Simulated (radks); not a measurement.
Results of a calculation; reference values are marked as such.
Species: In+. Configuration: [Kr] 4d10 5s2. Level of theory: Dirac Kohn-Sham, revPBE, spin-unpolarised, spherical densities, point nucleus (a radial shooting solver on a logarithmic mesh with Libxc functionals).

Unscreened Slater integrals over Kohn-Sham orbitals (eV). Large and small components are both included.

integral           value
F0(5s1/2,5s1/2)   9.8825
F0(5s1/2,4d5/2)   12.147
G2(5s1/2,4d5/2)   1.7947
F0(5s1/2,4d3/2)   12.171
G2(5s1/2,4d3/2)   1.7309
F0(5s1/2,4p3/2)   12.496
G1(5s1/2,4p3/2)  0.76523
F0(4d5/2,4d5/2)   20.876
F2(4d5/2,4d5/2)   10.369
F4(4d5/2,4d5/2)   6.7813
F0(4d5/2,4d3/2)   21.018
F2(4d5/2,4d3/2)   10.441
G2(4d5/2,4d3/2)   10.434
G4(4d5/2,4d3/2)   6.8262
F0(4d5/2,4p3/2)   23.153
F2(4d5/2,4p3/2)   11.484
G1(4d5/2,4p3/2)   14.525
G3(4d5/2,4p3/2)   8.8961
F0(4d3/2,4d3/2)   21.162
F2(4d3/2,4d3/2)   10.517
F0(4d3/2,4p3/2)   23.344
F2(4d3/2,4p3/2)   11.619
G1(4d3/2,4p3/2)   14.726
G3(4d3/2,4p3/2)   9.0252
F0(4p3/2,4p3/2)   26.277
F2(4p3/2,4p3/2)   13.765
